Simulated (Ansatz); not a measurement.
Reaction (substitution at a C–Si bond): `CO[SiH](C)S` + `[OH][SnH2][SeH]` → `C[O][SnH2][SeH]` + `CO[SiH2]S`

Gas-phase electronic energies from Ansatz, PBE0-D4/def2-TZVP geometries. CCSD(T)/CBS is the MP2 limit (def2-TZVPP, def2-QZVPP) plus CCSD(T) − MP2 in def2-TZVPP, frozen cores. This one scheme is used for every species. DFT in def2-TZVPP. B3LYP here is the variant with VWN-RPA as its local correlation; programs differ in this. def2 core potentials past Kr. For Se, Sn outer-core shells are correlated without core-valence functions, which leaves a few kJ/mol of doubt a bond. Scalar relativity is left out up to krypton. One conformer a species, not always the lowest.

(1) Is it downhill or uphill in electronic energy at CCSD(T)/CBS, and by how much? (Best estimate.)

(2) What do these levels give: PBE-D4, r2SCAN-D4, PBE0-D4, B3LYP-D4, ωB97X-V, ωB97M-V, B2PLYP, r2SCAN, PBE0, SCS-MP2/def2-TZVPP, CCSD(T)/def2-TZVPP, MP2/CBS(def2)? (Best estimate.)

Largest T1 diagnostic among the species: 0.012.

## Answers

(1) Ansatz gave: Uphill: ΔE = +115.6 kJ/mol.

(2) Computed: PBE-D4 114.3, r2SCAN-D4 117.7, PBE0-D4 116.5, B3LYP-D4 110.1, ωB97X-V 110.9, ωB97M-V 116.9, B2PLYP 111.6, r2SCAN 117.3, PBE0 115.1, SCS-MP2/def2-TZVPP 111.7, CCSD(T)/def2-TZVPP 112.8, MP2/CBS(def2) 122.6 kJ/mol.

In def2-TZVPP, CCSD(T) changes the Hartree–Fock value by +11.8 kJ/mol (the triples alone add +0.9 kJ/mol) and MP2 by +18.8 kJ/mol.
